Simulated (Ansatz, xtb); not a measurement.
Relative energy of two isomers of BrFGeH4Si

Structure a: `F[SiH2][GeH2][Br]`, a singlet. Structure b: `[F][Ge@@H]([SiH3])[Br]`, a singlet. Both are isolated molecules in the gas phase, relaxed with PBE-D3(BJ)/def2-SVP; the shapes shown needn't be the lowest conformers.

a (Å):

```yaml
atoms:
  - { symbol: Br, position_ang: [1.5487, 0.7528, -2.3070] }
  - { symbol: F, position_ang: [-1.7627, 0.8487, 0.2229] }
  - { symbol: Ge, position_ang: [1.3331, -0.1965, -0.1768] }
  - { symbol: Si, position_ang: [-1.0063, -0.6058, 0.1292] }
  - { symbol: H, position_ang: [-1.5481, -1.3657, -1.0460] }
  - { symbol: H, position_ang: [-1.2627, -1.3558, 1.4078] }
  - { symbol: H, position_ang: [2.1838, -1.4961, -0.1753] }
  - { symbol: H, position_ang: [1.9299, 0.8217, 0.8296] }
```

b (Å):

```xyz
8

Br   -0.5148    2.3879   -0.0025
F    -0.3257   -0.0893    2.1770
Ge    0.4795    0.3958    0.6844
Si    0.0072   -1.2521   -0.9883
H     1.9415    0.7270    1.0896
H    -1.4831   -1.3253   -1.1417
H     0.5643   -2.5837   -0.5703
H     0.6498   -0.8006   -2.2689
```

Task: Estimate which is lower in electronic energy at CCSD(T)/def2-SVP + ΔMP2/def2-TZVPP, and by roughly how much.

Result: The CCSD(T)/def2-SVP + ΔMP2/def2-TZVPP calculation puts structure a lower, by 54.6 kJ/mol.

The same difference at several levels:

```tsv
level	geometry	E(b) − E(a) (kJ/mol)	departure from the last row (kJ/mol)	job, with rough time for the two
GFN2-xTB	GFN2-xTB	+22.3	−32.3	optimisation, 0.2 s
HF/STO-3G	GFN2-xTB	+45.7	−8.8	single point, 0.82 s
r2SCAN-D4/def2-SVP	GFN2-xTB	+40.4	−14.2	single point, 3.9 s
PBE-D3(BJ)/def2-SVP	PBE-D3(BJ)/def2-SVP	+35.6	−19.0	optimisation, 38 s
HF/def2-SVP	PBE-D3(BJ)/def2-SVP	+48.1	−6.5	part of the CCSD(T) run
MP2/def2-SVP	PBE-D3(BJ)/def2-SVP	+42.8	−11.8	part of the CCSD(T) run
CCSD(T)/def2-SVP	PBE-D3(BJ)/def2-SVP	+41.1	−13.5	single point
CCSD(T)/def2-SVP + ΔMP2/def2-TZVPP	PBE-D3(BJ)/def2-SVP	+54.6		single point, 54 s
```

As drawn, b has 1 F–Ge, 1 Si–H in place of 1 F–Si, 1 Ge–H.

None of the levels shown reverses the order. The largest departure from CCSD(T)/def2-SVP + ΔMP2/def2-TZVPP is that of GFN2-xTB, 32.3 kJ/mol. A small imaginary or near-zero mode remains, so no thermal terms are given. The last row adds to CCSD(T) the change of the MP2 difference between the two basis sets, here +13.5 kJ/mol, a large step that makes the value less sure.

The correlated steps freeze 24 core orbitals; the filled d shell of Br and Ge is correlated, in a basis made for valence electrons. Run with Ansatz 0.2.0, xtb 6.7.1; the last row on 2 threads of Intel(R) Xeon(R) Platinum 8375C CPU @ 2.90GHz (Ice Lake) on a shared host.
